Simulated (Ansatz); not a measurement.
`[F][GeH2][I]` at its PBE0-D4/def2-TZVP geometry, where that method's forces vanish. Total charge 0; spin multiplicity 1. I takes the def2 core potential.

```xyz
5

F    -0.6571    1.1889    1.0568
Ge   -0.1405    0.0469   -0.1413
I     1.8117   -1.1786    0.8050
H     0.2943    0.8605   -1.3622
H    -1.3085   -0.9177   -0.3583
```

Q: What forces (eV/Å) does ωB97M-V/def2-TZVPP give on these atoms in the Gaussian-basis code of Ansatz? (Best estimate.)

A: Ansatz gave: 
```
F1  -0.010  0.045  0.064
Ge2  0.006 -0.102 -0.171
I3  -0.071  0.050 -0.026
H4  -0.035 -0.076  0.112
H5   0.110  0.084  0.021
```
